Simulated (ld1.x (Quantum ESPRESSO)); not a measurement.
# What one change does to a pseudopotential (bismuth, ultrasoft)

- Element: Bi (Z = 83)
- Generator: ld1.x (Quantum ESPRESSO) 7.5
- Type: ultrasoft
- Functional: LDA (PZ)
- Relativity: scalar-relativistic
- Frozen core: [Xe] 4f14
- Valence charge: 15
- Reference configuration: 5d10 6s2 6p3
- Partial waves: 6s (bound): rcut 1.95, rcutus 2.15 bohr; 6s channel at 3.15 Ry: rcut 1.95, rcutus 2.15 bohr; 6p (bound): rcut 2.05, rcutus 2.40 bohr; 6p channel at 3.5 Ry: rcut 2.05, rcutus 2.40 bohr; 5d (bound): rcut 1.85, rcutus 2.20 bohr; 5d channel at -1.65 Ry: rcut 1.85, rcutus 2.20 bohr
- Local potential: all-electron potential smoothed inside 1.95 bohr (lloc = -1)
- Core correction: none
- Augmentation charge: PSQ, radius 1.85 bohr

All-electron outer shells of the reference configuration (LDA (PZ), scalar-relativistic, ld1.x):

| shell | level (eV) | outermost node (bohr) | outermost maximum (bohr) |
| --- | --- | --- | --- |
| 4f | -152.95 | – | 0.34 |
| 5p | -95.96 | 0.48 | 0.86 |
| 5d | -27.18 | 0.51 | 1.03 |
| 6s | -14.76 | 0.98 | 1.86 |
| 6p | -4.77 | 1.14 | 2.44 |

Change: wave 5d channel at -1.65 Ry: rcut 1.85, rcutus 2.20 bohr becomes 5d channel at -0.85 Ry: rcut 1.85, rcutus 2.20 bohr.

Cutoffs: the cutoffs (Ry, on a coarse ladder) from which the occupation-weighted sum of valence levels, in a spherical-Bessel basis at the reference potential, stays within 10 and 1 mRy of its value at 400 Ry; they do not see the model core or the augmentation charge, which bear on the density cutoff. Errors are all-electron minus pseudo energies relative to the spin-unpolarised reference configuration.

Q: Predict the effect on cutoff, ghosts and configuration errors.

A: The potential gets neither clearly harder nor softer (25 Ry and 40 Ry → 25 Ry and 40 Ry); of the 9 tests that both files solve, the error grows in 3 and shrinks in 1 by more than 15 % and 0.3 meV (median size 9.2 → 9.2 meV); neither file shows a bound ghost.

```tsv
quantity	base	changed
cutoff, loose	25 Ry	25 Ry
cutoff, tight	40 Ry	40 Ry
bound ghosts	none	none
error for 5d10 6s2 6p2, meV [ΔE 8.15 eV]	-3.4	-3.2
error for 5d10 6s2 6p1, meV [ΔE 23.72 eV]	-9.2	-8.1
error for 5d10 6s2 6p0, meV [ΔE 47.43 eV]	-18	-14
error for 5d10 6s2 6p3.3, meV [ΔE -1.15 eV]	+0.5	+0.6
error for 5d10 6s1 6p3, meV [ΔE 19.05 eV]	-7.1	-8.4
error for 5d9 6s2 6p4, meV [ΔE 24.12 eV]	+17	+29
error for 5d9 6s2 6p3, meV [ΔE 33.45 eV]	+3.8	+15
error for 5d10 6s2 6p3 (spin-polarised), meV [ΔE -1.02 eV]	+20	+19
error for 5d10 6s2 6p2 (spin-polarised), meV [ΔE 7.60 eV]	+9.6	+9.2
s: phases at 2.59 bohr within 0.05 rad from the reference energy up to (Ry; the scan ends near 5)	to the end of the scan	to the end of the scan
p: phases at 2.59 bohr within 0.05 rad from the reference energy up to (Ry; the scan ends near 5)	to the end of the scan	to the end of the scan
d: phases at 2.59 bohr within 0.05 rad from the reference energy up to (Ry; the scan ends near 5)	1.3	0.8
lowest overlap eigenvalue by channel	s 0.51, p 0.57, d 0.61	s 0.51, p 0.57, d 0.08
```
